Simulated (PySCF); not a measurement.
# Cost of excited-state runs on SMILES c1ccn(/C=C/C=C/C#N)c1, C9H8N2

Cartesian coordinates in Å; atom numbers follow the order of the lines, from 1:
```xyz
19

N     5.8327    0.5054   -0.0230
C     4.7280    0.5181    0.2922
C     3.3849    0.5379    0.6890
C     2.3806    0.1663   -0.1284
C     1.0057    0.1788    0.2564
C     0.0250   -0.1988   -0.5844
N    -1.3171   -0.2229   -0.3122
C    -2.2730   -0.6212   -1.2135
C    -3.4970   -0.5266   -0.6276
C    -3.2905   -0.0495    0.6916
C    -1.9504    0.1263    0.8538
H     3.1954    0.8715    1.7013
H     2.6112   -0.1617   -1.1343
H     0.7808    0.5063    1.2609
H     0.2732   -0.5239   -1.5876
H    -2.0005   -0.9402   -2.2003
H    -4.4407   -0.7664   -1.0751
H    -4.0501    0.1377    1.4242
H    -1.4080    0.4722    1.7096
```

PySCF with density fitting, on 1 thread of an Arm Neoverse N1, shared host. Command: `OMP_NUM_THREADS=1 python excited_run.py task.json out`

Task: How long does this run take, and how much memory?
- excited states, LC-wPBE/def2-SVP; Tamm-Dancoff; spin-orbit couplings; 8 states; 6 triplets; quadratic response for 4 states; writes grids

Result: 
```csv
run,level,basis functions,wall time,peak memory (GiB)
excited states,LC-wPBE/def2-SVP,194,2.2 min,0.97
```
Times from a shared host are rough.
